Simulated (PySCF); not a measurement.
## Radial density of C³⁺ (carbon, charge +3)

UHF, [He] 2s1, 2S determinant. Calculation: PySCF 2.14, in x2c-QZVPPall (7s4p3d2f1g, 57 functions); the spin-free X2C one-electron Hamiltonian (Gaussian nucleus).

```json
{"r (bohr)": "0.00495", "4πr²ρ (e/bohr)": "0.03796", "4πr²(ρα − ρβ)": "0.0015"}
{"r (bohr)": "0.00832", "4πr²ρ (e/bohr)": "0.1022", "4πr²(ρα − ρβ)": "0.0040"}
{"r (bohr)": "0.0140", "4πr²ρ (e/bohr)": "0.2684", "4πr²(ρα − ρβ)": "0.0106"}
{"r (bohr)": "0.0236", "4πr²ρ (e/bohr)": "0.6741", "4πr²(ρα − ρβ)": "0.0264"}
{"r (bohr)": "0.0396", "4πr²ρ (e/bohr)": "1.569", "4πr²(ρα − ρβ)": "0.0609"}
{"r (bohr)": "0.0666", "4πr²ρ (e/bohr)": "3.212", "4πr²(ρα − ρβ)": "0.1215"}
{"r (bohr)": "0.112", "4πr²ρ (e/bohr)": "5.313", "4πr²(ρα − ρβ)": "0.1858"}
{"r (bohr)": "0.189", "4πr²ρ (e/bohr)": "6.164", "4πr²(ρα − ρβ)": "0.1615"}
{"r (bohr)": "0.317", "4πr²ρ (e/bohr)": "3.981", "4πr²(ρα − ρβ)": "0.0122"}
{"r (bohr)": "0.533", "4πr²ρ (e/bohr)": "1.174", "4πr²(ρα − ρβ)": "0.1512"}
{"r (bohr)": "0.897", "4πr²ρ (e/bohr)": "0.8452", "4πr²(ρα − ρβ)": "0.7903"}
{"r (bohr)": "1.51", "4πr²ρ (e/bohr)": "0.6064", "4πr²(ρα − ρβ)": "0.6062"}
{"r (bohr)": "2.54", "4πr²ρ (e/bohr)": "0.06085", "4πr²(ρα − ρβ)": "0.0608"}
{"r (bohr)": "4.27", "4πr²ρ (e/bohr)": "0.0001403", "4πr²(ρα − ρβ)": "0.0001"}
```

Densities and radii are taken from the X2C orbitals without a picture-change correction, which distorts them close to the nucleus.
